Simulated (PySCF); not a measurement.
**One molecule, a ladder of functionals, a line**

Molecule: `C=CS[Si@H](F)S`, C$_{2}$H$_{5}$FS$_{2}$Si.

Atoms are numbered as in `[CH2:1]=[CH:2][S:3][Si@H:4]([F:5])[SH:6]` (H(Xn): hydrogen on atom n). Ha(C1) is cis to S3; Hb(C1) is trans to S3.

GIAO shieldings (ppm, equivalent atoms averaged) in PySCF 2.14 on the PBE0-D3(BJ)/def2-SVP geometry, basis pcSseg-1, gas phase, non-relativistic:

| functional | exact exchange (%) | σ(S3) | σ(S6) | σ(Si4) | σ(F5) |
| --- | --- | --- | --- | --- | --- |
| BLYP | 0 | 450.1 | 633.4 | 304.8 | 284.4 |
| BP86 | 0 | 468.5 | 649.0 | 313.0 | 284.9 |
| PBE | 0 | 470.4 | 651.8 | 313.9 | 283.5 |
| B3LYP | 20 | 483.3 | 654.0 | 318.5 | 302.2 |
| PBE0 | 25 | 511.2 | 675.7 | 331.1 | 305.8 |
| mPW1PW91 | 25 | 509.1 | 672.2 | 330.1 | 307.2 |
| HF | 100 | 601.0 | 721.2 | 382.8 | 350.9 |

(1) Fit each shielding as a line in the percentage of exact exchange.

(2) What does the line predict for BHandHLYP (50 %), and what does the run give?

Results:

(1) σ(S3) = 465.4 + 1.39 x (rms 9.1 ppm); σ(S6) = 646.6 + 0.77 x (rms 7.7 ppm); σ(Si4) = 310.1 + 0.73 x (rms 3.8 ppm); σ(F5) = 286.6 + 0.66 x (rms 2.7 ppm). The functionals also differ in their semilocal parts, which the line can't hold; Hartree–Fock has no correlation at all.

(2) σ(S3): 534.9 predicted, 528.1 computed; σ(S6): 685.1 predicted, 680.1 computed; σ(Si4): 346.6 predicted, 340.7 computed; σ(F5): 319.6 predicted, 323.2 computed ppm.
